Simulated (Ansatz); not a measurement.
Geometry optimisation, RKS PBE/def2-SVP in Ansatz 0.2.0.

Input file:

```yaml
crystal:
  periodic: [false, false, false]
  atoms:
    - { symbol: Ti, position_ang: [0.306443, -0.444287, -0.485776] }
    - { symbol: O, position_ang: [0.034338, 0.038773, 2.58841] }
    - { symbol: Si, position_ang: [-1.390254, -0.410778, 3.390021] }
    - { symbol: H, position_ang: [-2.257918, -1.286533, 2.524947] }
    - { symbol: H, position_ang: [-1.069087, -1.163002, 4.656971] }
    - { symbol: H, position_ang: [-2.124543, 0.855524, 3.712398] }
    - { symbol: Cl, position_ang: [1.984055, 0.087186, -1.774065] }
    - { symbol: Cl, position_ang: [-0.749577, 1.443237, -0.147905] }
    - { symbol: Cl, position_ang: [-1.052771, -1.669508, -1.664476] }
    - { symbol: F, position_ang: [1.028245, -1.563175, 0.724693] }
    - { symbol: H, position_ang: [0.730768, -0.662936, 2.617382] }
basis:
  gaussian: { orbitals: def2-SVP }
hamiltonian:
  xc: pbe
relax:
  f_tol: 0.03
  max_steps: 50
output:
  orbitals: {}
```

Command:

```bash
$ ansatz run input.yaml --threads 4 --pin off --max-ram 5120MiB --backend cpu --events-out ev --progress --plain --runs-dir out
```

Task: Where does it end, and by what steps?

Result: It converged. The force dipped under the threshold on the way, but the program's further checks kept it going. After 22 steps the energy has fallen by 0.156 eV; H4 moved furthest, 0.90 Å.

```csv
step,energy less start (eV),largest force component (eV/Å),accepted
0,0.0000,0.605,yes
1,-0.0408,0.371,yes
2,-0.0954,1.048,yes
3,-0.1252,0.351,yes
4,-0.1319,0.216,yes
5,-0.1352,0.150,yes
6,-0.1396,0.077,yes
7,-0.1416,0.070,yes
8,-0.1435,0.081,yes
9,-0.1442,0.171,yes
10,-0.1469,0.222,yes
11,-0.1491,0.106,yes
12,-0.1517,0.070,yes
13,-0.1521,0.144,yes
14,-0.1534,0.093,yes
15,-0.1542,0.035,yes
16,-0.1547,0.012,yes
17,-0.1550,0.104,yes
18,-0.1556,0.045,yes
19,-0.1559,0.033,yes
20,-0.1563,0.027,yes
21,-0.1564,0.034,yes
22,-0.1565,0.026,yes
```

```xyz
11
Properties=species:S:1:pos:R:3
Ti 0.330 -0.549 -0.782
O 0.191 0.169 3.284
Si -1.371 -0.383 3.556
H -2.191 -0.425 2.285
H -1.407 -1.768 4.159
H -1.997 0.587 4.515
Cl 2.050 -0.106 -2.036
Cl -0.884 1.238 -0.555
Cl -0.857 -2.131 -1.683
F 0.894 -1.078 0.796
H 0.681 -0.330 2.602
```

Whether the end is a true minimum wasn't checked by a vibrational analysis.

The run took 58 s on 4 threads of Arm Neoverse V2, with other jobs on the host, peak memory 0.26 GiB.
